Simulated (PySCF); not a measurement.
Job file and geometry (Å, from GFN2-xTB) of an NMR shielding run on `C=CCCB[C@@H]1C/C1=C/Cl`, C$_{8}$H$_{12}$BCl, PySCF 2.14.0, density-fitted response routines, GIAO PBE0/pcSseg-1 NMR shielding, non-relativistic, gas phase; density fitting, a coarse starting grid and PySCF grid level 2 are the driver's defaults:

```
$ OMP_NUM_THREADS=1 python probes_run.py task.json out

{"job": {"kind": "nmr", "xc": "PBE0", "basis": "pcSseg-1"}, "charge": 0, "multiplicity": 1}
C     -3.532637    -0.970529    -1.305735
C     -3.035656    -0.178584    -0.374690
C     -1.627599    -0.234124     0.125184
C     -0.883296     1.073286    -0.183339
B      0.629217     1.168313     0.240210
C      1.372233     0.012530     0.954099
C      2.727147     0.236053     1.637081
C      2.653036    -0.421341     0.344608
C      3.234661    -0.984796    -0.678720
Cl     2.327782    -1.575732    -2.037641
H     -2.939056    -1.743867    -1.766090
H     -4.550568    -0.886512    -1.647302
H     -3.652802     0.593837     0.068591
H     -1.640066    -0.391771     1.207610
H     -1.105954    -1.072028    -0.339968
H     -0.945711     1.254059    -1.262249
H     -1.434968     1.906258     0.266197
H      1.226650     2.142366    -0.026906
H      0.791917    -0.806941     1.366283
H      2.962958    -0.360550     2.507157
H      3.114806     1.243995     1.676712
H      4.297495    -1.140623    -0.771940
```

**Question.** What does the program print?

**Answer.** 
```
coarse grid: 18840 points
cycle   1  E = -796.2822416214  dE =  1.328e+00  |g| = 4.534e-01  |ddm| = 4.249e+00
cycle   2  E = -796.2785030563  dE =  3.739e-03  |g| = 4.852e-01  |ddm| = 9.348e-01
cycle   3  E = -796.3383508016  dE = -5.985e-02  |g| = 1.021e-01  |ddm| = 5.563e-01
cycle   4  E = -796.3405508360  dE = -2.200e-03  |g| = 4.286e-02  |ddm| = 1.270e-01
cycle   5  E = -796.3409941995  dE = -4.434e-04  |g| = 9.374e-03  |ddm| = 4.186e-02
cycle   6  E = -796.3410138093  dE = -1.961e-05  |g| = 3.035e-03  |ddm| = 1.265e-02
cycle   7  E = -796.3410160021  dE = -2.193e-06  |g| = 7.887e-04  |ddm| = 3.818e-03
final grid: 177088 points
cycle   8  E = -796.3999340052  dE = -6.912e-05  |g| = 9.866e-03  |ddm| = 4.675e-02
cycle   9  E = -796.3999272505  dE =  6.755e-06  |g| = 1.103e-02  |ddm| = 1.937e-02
cycle  10  E = -796.3999589992  dE = -3.175e-05  |g| = 1.770e-03  |ddm| = 1.128e-02
cycle  11  E = -796.3999597180  dE = -7.188e-07  |g| = 4.670e-04  |ddm| = 1.970e-03
cycle  12  E = -796.3999597677  dE = -4.975e-08  |g| = 1.261e-04  |ddm| = 4.520e-04
cycle  13  E = -796.3999597711  dE = -3.367e-09  |g| = 4.607e-05  |ddm| = 1.827e-04
cycle  14  E = -796.3999597716  dE = -5.252e-10  |g| = 9.767e-06  |ddm| = 5.253e-05
converged SCF energy = -796.3999597716

GIAO shielding tensors (ppm)
atom      isotropic    diamagn.    paramagn.     s11        s22        s33       span
  0 C       67.122     252.559    -185.436    -43.004     87.597    156.774    199.778
  1 C       36.105     255.833    -219.728    -88.579     43.597    153.297    241.876
  2 C      150.507     248.030     -97.523    138.426    142.009    171.085     32.659
  3 C      151.365     253.984    -102.619    122.784    160.351    170.960     48.176
  4 B       16.347     189.401    -173.054    -62.179     -2.044    113.264    175.443
  5 C      163.380     247.336     -83.956    112.575    169.591    207.973     95.398
  6 C      166.426     257.569     -91.143    144.892    163.568    190.817     45.924
  7 C       50.521     262.313    -211.793    -28.415     13.513    166.464    194.879
  8 C       65.921     255.002    -189.081    -19.018     98.413    118.369    137.388
  9 Cl     735.689    1149.839    -414.150    529.550    678.506    999.011    469.461
 10 H       26.267      32.071      -5.804     23.315     25.283     30.203      6.888
 11 H       26.487      26.430       0.056     23.769     25.297     30.394      6.625
 12 H       25.452      29.499      -4.047     23.191     24.756     28.408      5.217
 13 H       29.169      32.901      -3.731     25.030     29.359     33.119      8.088
 14 H       29.251      35.208      -5.957     24.612     30.561     32.579      7.967
 15 H       30.198      33.074      -2.876     27.157     29.038     34.399      7.242
 16 H       30.000      32.165      -2.165     25.791     28.969     35.241      9.450
 17 H       24.932      31.241      -6.309     19.223     27.107     28.467      9.244
 18 H       29.570      32.960      -3.390     24.051     28.846     35.813     11.762
 19 H       29.654      30.303      -0.649     24.810     26.171     37.982     13.172
 20 H       29.760      30.707      -0.948     24.730     26.567     37.982     13.253
 21 H       25.139      28.128      -2.989     19.640     26.992     28.783      9.143
```

Size and cost of the density-fitted run: 237 basis functions, 2.9 min wall time (2.3 min CPU) on 1 thread of an Intel Xeon, shared host; peak memory 1.1 GiB.
